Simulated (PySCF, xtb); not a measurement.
In(Et)(OH)(NH2) (C2H8InNO), SMILES C[CH2][In]([NH2])[OH]. The values are those of a single conformer.

Harmonic wavenumbers (cm⁻¹) from GFN2-xTB (xtb) at its own minimum, in rising order: 33, 66, 87, 124, 155, 203, 215, 288, 371, 424, 442, 578, 605, 639, 649, 912, 967, 1063, 1151, 1207, 1396, 1433, 1473, 1477, 1487, 2954, 2959, 2974, 2997, 3010, 3339, 3387, 3657.

What does B3LYP-D3(BJ)/def2-SVP run with PySCF give at its own minimum? (An estimate is asked for; the answer gives what the named calculation found.)

10, 67, 109, 137, 217, 233, 235, 286, 361, 473, 579, 587, 645, 716, 769, 946, 966, 1040, 1194, 1244, 1401, 1441, 1472, 1475, 1522, 3015, 3049, 3090, 3098, 3120, 3521, 3621, 3831. Paired by order, the mean absolute difference is 57 cm⁻¹ and the zero-point energies are 61.1 and 63.6 kcal/mol.
